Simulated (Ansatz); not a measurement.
**Cost against result**

Saddle point of SiN2H8F2, closed shell (SiN₂H₆ ([NH2][SiH2][NH2]) + HF + HF → SiNH₄F ([NH2][SiH2][F]) + NH₃ + HF (still joined by a long Si–N bond); bonds formed: Si1–F7, N2–H8, H6–F9; bonds broken: H6–F7, H8–F9; bonds weakened to dative contacts: Si1–N2), PBE0-D4/def2-TZVP structure:

Si1  (-0.748, 0.240, -0.634)
N2  (-0.178, -1.240, 0.315)
H3  (-1.497, -0.460, -1.724)
H4  (-1.749, 0.908, 0.214)
N5  (0.504, 0.997, -1.472)
H6  (0.757, 0.606, 1.788)
F7  (0.496, 1.359, 1.088)
H8  (0.336, -0.981, 1.296)
F9  (0.919, -0.470, 2.357)
H10  (-0.963, -1.854, 0.518)
H11  (0.477, -1.770, -0.253)
H12  (0.526, 1.015, -2.475)
H13  (1.119, 1.649, -1.017)
(Å)

Barriers are electronic and count from the start structure reached by relaxing down the imaginary mode.

Program: Ansatz 0.2.0. Basis: as named in each row. Cores are frozen in the correlated methods. B3LYP uses VWN-RPA correlation. Extrapolation: Hartree–Fock as exp(−7.88 √X), correlation as X^−2.97.

Times are rough, for one single point on 8 threads of a shared host (Intel Xeon).

The estimate by CCSD(T) at an estimated basis limit (MP2 extrapolated from triple and quadruple zeta, plus CCSD(T) − MP2 in triple zeta) is 0.290 eV.

```tsv
method	basis	time (s)	barrier (eV)	method less estimate
HF	STO-3G	1	1.400	1.110
PBE-D4	STO-3G	2	-0.119	-0.409
SPW92	def2-SVP	3	-0.111	-0.401
B3LYP-D4	6-31G	3	-0.062	-0.352
PBE-D4	def2-SVP	3	0.100	-0.190
PBE0-D4	def2-SVP	4	0.177	-0.113
BLYP-D4	def2-TZVPP	6	0.223	-0.067
BHLYP-D4	def2-TZVPP	6	0.323	0.033
B3LYP-D4	def2-TZVPP	6	0.264	-0.026
SPW92	def2-TZVPP	7	-0.046	-0.336
r2SCAN-D4	def2-TZVPP	7	0.157	-0.133
PBE0-D4	def2-TZVPP	7	0.235	-0.055
r2SCAN0-D4	def2-TZVPP	8	0.219	-0.070
CAM-B3LYP-D4	def2-TZVPP	8	0.228	-0.062
wB97M-V	def2-SVP	8	0.162	-0.128
PBE-D4	def2-TZVPP	8	0.169	-0.121
wB97X-V	def2-TZVPP	11	0.232	-0.057
B97M-V	def2-TZVPP	12	0.265	-0.025
wB97M-V	def2-TZVPP	13	0.224	-0.066
RPA on PBE	def2-TZVPP	15	0.287	-0.003
CCSD(T)	def2-SVP	16	0.308	0.019
PBE-QIDH	def2-TZVPP	16	0.270	-0.020
B2PLYP	def2-TZVPP	17	0.285	-0.005
MP2	def2-QZVPP	60	0.280	-0.010
CCSD(T)	def2-TZVPP	230	0.301	0.011
```

All methods are single points on the PBE0-D4 structures; a negative value means that the method puts the saddle structure below the start.

No T1 diagnostic of these runs exceeds 0.011.

Steps of this kind, hydrogen fluoride cutting a network bond, underlie vapour etching and the fluorination step of atomic layer etching.

Labels in which every atom is bracketed show which atoms are joined, not bond orders.
